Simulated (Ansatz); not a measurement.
Consider the ligand exchange at the Si–O bond: `CO[Si]([SiH3])(Cl)Cl` + H–F → `F[Si]([SiH3])(Cl)Cl` + CH₃OH.

Computed with Ansatz on PBE0-D4/def2-TZVP structures; ΔE is electronic, products minus reactants. CBS: MP2 limit from def2 TZ/QZ plus the TZ coupled-cluster correction, frozen cores. This one scheme is used for every species. DFT in def2-TZVPP. Each species was taken in one conformer, which may not be the lowest.

Problem. Is it downhill or uphill in electronic energy at CCSD(T)/CBS, and by how much? (An estimate is asked.)

Solution. The calculation gave: Downhill: ΔE = -22.6 kJ/mol.

Problem. What do these levels give: BHLYP-D4, ωB97X-V, ωB97M-V, PBE-QIDH, CAM-B3LYP, LC-ωPBE, MP2/def2-TZVPP, CCSD(T)/def2-TZVPP, HF/def2-QZVPP, SCS-MP2/def2-QZVPP, MP2/CBS(def2), CCSD/CBS(def2)? (An estimate is asked.)

Solution. Computed: BHLYP-D4 -25.4, ωB97X-V -28.0, ωB97M-V -27.5, PBE-QIDH -25.0, CAM-B3LYP -35.0, LC-ωPBE -32.1, MP2/def2-TZVPP -18.6, CCSD(T)/def2-TZVPP -23.0, HF/def2-QZVPP -38.1, SCS-MP2/def2-QZVPP -23.8, MP2/CBS(def2) -18.2, CCSD/CBS(def2) -25.1 kJ/mol.

Largest T1 diagnostic among the species: 0.011.

Leaving LDA and LC-ωPBE aside and taking each functional with its dispersion term where it has one, the values, not all of them listed here, spread over 10.4 kJ/mol, from B97M-V to revPBE-D4. LDA lies +9.5 kJ/mol from PBE without D4. In def2-TZVPP, CCSD(T) changes the Hartree–Fock value by +13.7 kJ/mol (the triples alone add +2.4 kJ/mol) and MP2 by +18.2 kJ/mol. From BLYP to BHLYP (50 % exact exchange), in def2-TZVPP and without D4, ΔE moves by +5.3 kJ/mol.
